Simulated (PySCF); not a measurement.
CH₆BBrSi.
SMILES with atom numbers: `[SiH3:1][CH2:2][BH:3][Br:4]` (hydrogens: H5, H6, H7 on Si1; H8, H9 on C2; H10 on B3)

Cartesian coordinates in Å at the PBE0-D3(BJ)/def2-SVP level; atoms count from 1:
```
atom  x, y, z in Å
Si1   -1.2467    0.2779    0.1265
C2     0.3189   -0.4244   -0.6948
B3     1.4962   -0.2799    0.2866
Br4    2.6065    1.2797    0.2712
H5    -1.5085   -0.4154    1.4233
H6    -1.0864    1.7398    0.3784
H7    -2.4126    0.0605   -0.7822
H8     0.0872   -1.4825   -0.9019
H9     0.4475    0.1328   -1.6361
H10    1.7460   -1.0881    1.1458
```

Computed with PBE0-D3(BJ)/def2-SVP geometry optimisation, gas phase in PySCF.

Masses are those of the commonest isotopes; rigid-rotor values at the optimised geometry. The values belong to one conformer with, in the numbering `[SiH3:1][CH2:2][BH:3][Br:4]`, Si1–C2–B3–Br4 -91°.

Q: What are A, B and C (MHz)?

A: Ia = 48.78, Ib = 407.02, Ic = 430.53 u·Å²; 505379 MHz·u·Å²/I gives A = 10361, B = 1242, C = 1174 MHz.

Q: What kind of rotor is it?

A: A near-prolate asymmetric top. Ray's parameter κ = (2B − A − C)/(A − C) = -0.985; −1 is the prolate and +1 the oblate limit.

Q: Is it planar, by Δ = Ic − Ia − Ib?

A: Not planar: Δ = Ic − Ia − Ib = -25.26 u·Å². For a rigid frame Δ = −2 Σ m c², so Σ m c² = 12.63 u·Å² lies off the ab plane: 7.73 from hydrogen and 4.90 from heavier atoms. The atom farthest from that plane is 1.58 Å away.

Q: List the rotational levels J(Ka,Kc) to J = 2 (cm⁻¹).

A: Above 0(0,0):
J = 1: 1(0,1) 0.0806, 1(1,1) 0.3848, 1(1,0) 0.3870
J = 2: 2(0,2) 0.2417, 2(1,2) 0.5436, 2(1,1) 0.5504, 2(2,1) 1.4630, 2(2,0) 1.4630
The levels of one J sum to (2J + 1)J(J + 1)(A + B + C)/3.

Q: Which lines would a microwave search look for?

A: The dipole components are |μa| = 1.24 D, |μb| = 0.68 D, |μc| = 0.45 D. Intensities carry the squares of the components, which stand as 1.00 : 0.31 : 0.13 (a : b : c). Some of the stronger lines:

```tsv
type	branch	J(Ka,Kc)	MHz	lower level (cm⁻¹)
a	R	2(1,1) ← 1(1,0)	4899	0.387
a	R	3(1,3) ← 2(1,2)	7145	0.544
a	R	3(2,1) ← 2(2,0)	7248	1.463
c	Q	5(1,5) ← 5(0,5)	8655	1.208
b	Q	2(1,1) ← 2(0,2)	9255	0.242
b	Q	3(1,2) ← 3(0,3)	9358	0.483
a	R	4(1,4) ← 3(1,3)	9526	0.782
a	R	5(2,4) ← 4(2,3)	12077	2.027
c	R	2(1,1) ← 1(0,1)	14086	0.081
c	R	3(1,2) ← 2(0,2)	16603	0.242
c	R	4(1,3) ← 3(0,3)	19155	0.483
b	Q	4(2,2) ← 4(1,3)	27126	1.122
c	Q	2(2,1) ← 2(1,1)	27357	0.550
b	Q	2(2,0) ← 2(1,1)	27357	0.550
b	Q	4(2,3) ← 4(1,4)	27799	1.100
b	R	2(2,1) ← 1(1,0)	32256	0.387
b	R	3(2,2) ← 2(1,1)	34604	0.550
b	R	5(2,4) ← 4(1,3)	39197	1.122
c	Q	4(3,2) ← 4(2,2)	45760	2.027
b	Q	3(3,0) ← 3(2,1)	45763	1.705
b	Q	3(3,1) ← 3(2,2)	45765	1.705
b	R	4(3,2) ← 3(2,1)	55426	1.705
c	R	4(3,2) ← 3(2,2)	55428	1.705
c	Q	4(4,1) ← 4(3,1)	64070	3.554
c	R	4(4,0) ← 3(3,0)	73733	3.231
b	R	5(4,2) ← 4(3,1)	76148	3.554
b	Q	5(5,0) ← 5(4,1)	82376	6.094
b	R	5(5,1) ← 4(4,0)	94454	5.691
```

Q: Estimate the classical rotational partition function at 10 K, 25 K and 500 K.

A: Point group C1, symmetry number σ = 1; q = (√π/σ)·√((kT/h)³/(ABC)), k/h = 20836.6 MHz/K: 1370 at 10 K, 5420 at 25 K, 485000 at 500 K.

Whether it is a minimum is left open (no frequencies). Constants of a rigid frame at the computed geometry: no zero-point averaging, no centrifugal distortion. A rigid rotor knows nothing of internal rotation, which can split or shift real lines. Quadrupole hyperfine structure (11B, 79Br) is left out.

The run took 26 s of wall time on one thread, Intel Xeon Platinum 8488C (x86_64), shared host, and the process peaked at 0.46 GiB of memory. That covers the optimisation of the geometry.
